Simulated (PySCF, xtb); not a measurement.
C6H15F2NSi, SMILES CCCC[Si](F)(F)N(C)C.

GFN2-xTB in xtb 6.7.1 at its own geometry gives an orbital gap of 6.07 eV and a dipole moment of 3.08 D.

Geometry: B3LYP-D3(BJ)/def2-SVP. The values are those of a single conformer.

Q: What does B3LYP/def2-SVP (PySCF) give? (An estimate is asked for; the answer gives what the named calculation found.)

A: gap 7.61 eV (levels -6.47 and 1.14 eV), dipole 2.56 D.
